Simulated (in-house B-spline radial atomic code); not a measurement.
A calculation on neutral oxygen (an excited or competing configuration): its settings, and results tabulated from the run. Method: non-relativistic OLYP, spin-polarised, spherical fractional occupations, point nucleus. Calculated with an all-electron radial atomic-structure program (B-spline basis).

Command:
```bash
python run_scf.py task.json out
```
Settings:
```
Z                8
configuration    [He] 2s1 2p5
hamiltonian      nr
method           optx,lyp
spin_polarised   True
```

Output (hartree, bohr):
```
 radial grid: 52 intervals, B-splines of order 8, outer radius 50 bohr

 iter        energy (Eh)    residual
    1         -72.420467    1.67e-01
    2         -73.226820    1.88e-01
    3         -74.472593    3.37e-02
    4         -74.519403    8.17e-03
    5         -74.520373    1.32e-03
    6         -74.520412    1.33e-03
    7         -74.520495    1.52e-04
    8         -74.520496    5.10e-05
    9         -74.520496    2.57e-06
   10         -74.520496    5.49e-08

 total energy                       -74.52050
 kinetic                              74.3405
 electron-nucleus                   -176.8151
 Hartree                              36.2968
 exchange-correlation                 -8.3428

 orbital      occ     eigenvalue          <r>       <r^2>       <1/r>       <r^4>       r_max
 1s up      1.000       -18.9556     0.199493   0.0537957     7.63074  0.00760831      0.1292
 1s down    1.000       -18.9104     0.199172   0.0535597     7.63528  0.00751163      0.1293
 2s up      1.000        -0.9668      1.11499     1.50446     1.30468     4.46858      0.8656
 2p up      3.000        -0.4053      1.20512     1.91184     1.14071      9.6845       0.811
 2p down    2.000        -0.2709       1.3518     2.48632     1.05453      18.078      0.8472
```

Run time, properties included: 0.09 s on 1 thread of Arm Neoverse N1 (shared host).
